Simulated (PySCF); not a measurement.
**Dipole moment and polarisability of `C#C[C@]1(C)CCN1`**

Species: C6H9N.
Structure used (GFN2-xTB), in Å, numbered top down from 1:
```xyz
16
C6H9N angstrom
C     -1.6051    1.8577   -1.0805
C     -1.0411    0.9508   -0.5383
C     -0.2887   -0.1511    0.0326
C     -1.2274   -1.1894    0.6362
C      0.8814    0.3267    0.9254
C      1.8044   -0.0356   -0.2433
N      0.6991   -0.7399   -0.8944
H     -2.1254    2.6516   -1.5280
H     -1.7879   -0.7503    1.4585
H     -0.6462   -2.0318    1.0009
H     -1.9256   -1.5459   -0.1176
H      0.8590    1.3752    1.2122
H      1.0203   -0.2967    1.8043
H      2.1788    0.8408   -0.7842
H      2.6421   -0.6992   -0.0151
H      0.5548   -0.5541   -1.8802
```

Level: CAM-B3LYP/def2-SVPD (PySCF), static field, nuclei fixed, core orbitals frozen in the response. The polarisability tensor in these axes (au):

```
x   78.86 -7.18  3.92
y   -7.18 76.10 -7.43
z    3.92 -7.43 68.44
```

Task: Diagonalise the tensor; give its mean and Δα, where Δα² is half the sum of the squared differences of the eigenvalues.

Result: Principal values 63.90, 71.53 and 87.97 au; mean 74.47 au = 11.04 Å³ = 12.28 × 10⁻⁴⁰ C²·m²/J; Δα = 21.30 au (29 % of the mean).

Task: What is the dipole moment, and where does it point?

Result: (0.27, 0.87, 0.08) D, 0.91 D in size, pointing from the negative to the positive side. Measured along this direction, the outermost atoms are H11 and H10 at the negative end and H8 and H12 at the positive end.

Task: What depolarisation ratio follows for Rayleigh scattering of linearly polarised light, taking the static tensor?

Result: ρ = 3Δα²/(45ᾱ² + 4Δα²) = 1361.4/(249557 + 1815.2) = 0.00542.

Task: Directions of the eigenvectors, and the extent of the frame along each?

Result: Largest value along (0.67, -0.64, 0.38), where the nuclei span 5.90 Å; middle along (0.74, 0.55, -0.38), 4.68 Å; least along (0.04, 0.53, 0.84), 3.65 Å. The response follows the extents in order.

Task: Give the eigenvalues of the traceless quadrupole moment Θ = ½Σq(3rr − r²1), origin at the centre of nuclear charge.

Result: -4.07, -0.52, 4.59 D·Å. The values depend on the origin, since the dipole doesn't vanish. The electronic extent ⟨r²⟩ about the same centre is 727 bohr², a root-mean-square distance of 1.98 Å for the 52 electrons.

Task: What molar refraction does this α imply?

Result: Lorentz–Lorenz: R = (4π/3)N_A α = 2.5225 cm³/(mol·Å³) × 11.04 Å³ = 27.8 cm³/mol, in the limit of long wavelengths.

Task: Form Σ f/ω² (atomic units) for the 8 lowest TDDFT singlets, given as eV and f, and set it beside the mean polarisability, which is this sum over all singlets: 6.33, 0.0144; 6.50, 0.0034; 6.66, 0.0169; 6.74, 0.0014; 7.10, 0.0114; 7.17, 0.0112; 7.43, 0.0440; 7.55, 0.0315.

Result: They add up to 1.96 au, 2.6 % of the 74.47 au; the largest single term is 0.59 au, from the state at 7.43 eV. Terms in order: 0.27, 0.06, 0.28, 0.02, 0.17, 0.16, 0.59, 0.41 au. Higher excitations give the rest. The strengths listed sum to 0.134.

The structure is a single GFN2-xTB conformer in the gas phase; no vibrational or solvent corrections.
